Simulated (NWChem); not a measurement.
Species: silanone (SiH2O); SMILES O=[SiH2]

All runs: NWChem. The level has its own optimisation; frequencies are unscaled.

**Question.** Predict the results for PBE-D3(BJ)/def2-SVP. Quantities: r O–Si (Å); r H–Si (Å); highest harmonic frequency (cm⁻¹); lowest (cm⁻¹); zero-point energy (kcal/mol); dipole (D).

**Answer.** The r O–Si (Å) is 1.552 and the r H–Si (Å) is 1.506. The highest harmonic frequency (cm⁻¹) comes out as 2160 and the lowest (cm⁻¹) is 659. The zero-point energy (kcal/mol) is 11.1 and the dipole (D) is 3.08.
